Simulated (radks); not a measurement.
Results of a calculation; reference values are marked as such.
The nuclear charge of the magnesium ion Mg2+ is varied continuously with 10 electrons held in [Ne]. Level of theory: non-relativistic Kohn-Sham, SCAN, spin-polarised, spherical densities, point nucleus; meta-GGA in the generalised Kohn-Sham scheme (a radial shooting solver on a logarithmic mesh with Libxc functionals). By the Hellmann-Feynman theorem dE/dZ = E(electron-nucleus)/Z, the electronic potential at the nucleus.

| Z | E (hartree) | E(electron-nucleus)/Z (hartree) | HOMO | e(HOMO) (eV) | <r> HOMO (bohr) |
|---|---|---|---|---|---|
| 11.5 | -180.16614 | -37.1618 | 2p | -51.831 | 0.7347 |
| 11.75 | -189.58218 | -38.1665 | 2p | -59.727 | 0.7069 |
| 12 | -199.24932 | -39.1707 | 2p | -68.066 | 0.6813 |
| 12.25 | -209.16745 | -40.1744 | 2p | -76.846 | 0.6575 |
| 12.5 | -219.33650 | -41.1779 | 2p | -86.065 | 0.6355 |
| 12.75 | -229.75636 | -42.1810 | 2p | -95.722 | 0.6150 |
| 13 | -240.42698 | -43.1838 | 2p | -105.81 | 0.5958 |

The central difference of E at Z = 12 is -39.171 hartree, to compare with the third column; the second derivative is -4.02 hartree.
